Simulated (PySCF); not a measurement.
## Computed properties of SiClFI₂, SMILES F[Si](Cl)(I)I

SiClFI2, SMILES [Si](I)(I)(F)Cl. The structure is a stationary point at B3LYP-D3(BJ)/def2-SVP. The def2 effective core potentials stand for the cores of I; spin–orbit coupling is left out. Other conformers were not sampled. All values are computed for the isolated molecule unless a solvent is named; none is compared with measurement here.

**Structure.** The optimised structure has Cs symmetry. All 9 harmonic modes at B3LYP-D3(BJ)/def2-SVP (PySCF) are real, so it is a minimum. With heavy atoms numbered as in [F:1][Si:2]([Cl:3])([I:4])[I:5], the shortest bond between them is F1–Si2 at 1.614 Å and the longest Si2–I5 at 2.436 Å.

**Vibrations.** The strongest infrared lines (harmonic, unscaled, degenerate partners summed) lie at 452 cm⁻¹ (231 km/mol, Si 89 %), 583 cm⁻¹ (181 km/mol, Si 64 %, Cl 34 %), 913 cm⁻¹ (114 km/mol, F 57 %, Si 43 %). The softest mode is at 81 cm⁻¹ and the zero-point energy is 4.3 kcal/mol.

**Electronic structure.** B3LYP/def2-TZVP (PySCF) places the frontier levels at -7.75 and -2.29 eV, a gap of 5.46 eV, and gives a dipole moment of 1.04 D and a mean polarisability of 98.0 bohr³. PBE/def2-TZVP (PySCF) at the same geometry gives -6.87 and -2.86 eV, so its gap is 1.45 eV narrower. An orbital gap is neither the optical nor the fundamental gap.

**Excitations.** TDA-ωB97X/def2-SVPD (PySCF) has S1 at 5.00 eV (248 nm, f = 0.021, weak); the most intense of the 10 singlets computed lies at 6.85 eV (f = 0.05). T1 (TDA) is at 4.47 eV, 0.53 eV under S1. TDA-PBE/def2-SVPD (PySCF) puts S1 at 4.09 eV. No vertical singlet excitation falls in the visible range (under 3.1 eV).
